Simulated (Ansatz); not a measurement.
Cost and result up the ladder for Mo₂O₆ (the lowest singlet isomer of a short search) (8 atoms). Charge 0, multiplicity 1. Geometry: r2SCAN-D4/def2-SVP.

Cartesian coordinates in Å:
```
Mo -1.431 -0.023 0.128
Mo 1.431 0.023 -0.128
O 2.276 0.544 -1.488
O 2.520 -0.468 1.059
O 0.023 1.175 0.464
O -0.023 -1.175 -0.465
O -2.276 -0.544 1.489
O -2.520 0.468 -1.059
```

Ansatz on 4 threads of Arm Neoverse V1 on a shared host. Times are rough, and most runs start from the orbitals of an earlier one. ωB97X-V/def2-TZVP serves as the yardstick here, not as an exact answer. Differences are given only for rows in sets of like size (and for xTB, whose basis is part of the method), since another set adds its own error. Binding counts from free atoms at the same level (Mo septet, O triplet; other spins of the atoms weren't run), without zero-point energy or a counterpoise term.

In the def2 sets Mo takes a core potential; there is no spin–orbit coupling. Correlated methods freeze 6 core orbitals; core or outer-core shells of Mo are correlated, in sets that lack core-valence functions. The rows differ in basis, and correlated rows in double-zeta sets carry the largest basis error. The structure comes from a short search, and lower isomers may exist.

Second-order perturbation terms are unreliable where d shells bring near-degenerate states, and here MP2/def2-TZVP lies more than 0.4 eV from the median of the functionals without such a term.

Correlated methods converge slowly with the basis, most of all in double-zeta sets.

```tsv
level	functions	wall time	binding energy per atom (eV)	difference from ωB97X-V/def2-TZVP (eV)	remarks
PBE-D4/def2-SVP	146	2.5 s	5.70	–	–
PBE0-D4/def2-SVP	146	3.4 s	4.95	–	–
PBE-D4/def2-TZVP	266	4.3 s	5.60	0.49	–
PBE-D4/def2-TZVPD	320	7 s	5.61	0.49	–
r2SCAN-D4/def2-TZVP	266	9 s	5.18	0.07	–
MP2/def2-TZVP	266	9 s	5.65	0.53	test for broken spin undecided
PBE0-D4/def2-TZVPD	320	13 s	4.92	-0.19	–
r2SCAN0-D4/def2-TZVP	266	13 s	4.58	-0.53	–
r2SCAN-D4/def2-TZVPD	320	14 s	5.19	0.08	–
PBE0-D4/def2-TZVP (with forces)	266	16 s	4.91	-0.20	–
RPA@PBE/def2-TZVP	266	17 s	4.82	-0.29	–
ωB97X-V/def2-TZVP	266	20 s	5.11	0.00	–
CCSD(T)/def2-SVP	146	2.2 min	4.71	–	test for broken spin undecided
```
